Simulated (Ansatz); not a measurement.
`[CH3][Ta](=[O])([Cl])[Cl]` at its PBE0-D4/def2-TZVP geometry, where that method's forces vanish. The species carries charge 0 and has multiplicity 1. Ta: def2 effective core potential.

```xyz
8

C     0.7671    0.2310    0.8195
Ta   -0.6427   -0.1569   -0.7320
O    -0.3295    1.0996   -1.8406
Cl   -0.1149   -2.1820   -1.6726
Cl   -2.7462    0.0834    0.1519
H     0.6818   -0.5120    1.6191
H     1.7848    0.2083    0.4164
H     0.5996    1.2286    1.2382
```

**Question.** What forces (eV/Å) does r2SCAN-D4/def2-TZVPP give on these atoms in the Gaussian-basis code of Ansatz? (Estimate.)

**Answer.** Computed: 
```
C1   0.031  0.010  0.033
Ta2 -0.045 -0.302  0.310
O3   0.092  0.372 -0.330
Cl4  0.031 -0.104 -0.056
Cl5 -0.113  0.020  0.043
H6   0.004  0.012 -0.010
H7  -0.011  0.006  0.013
H8   0.011 -0.013 -0.003
```
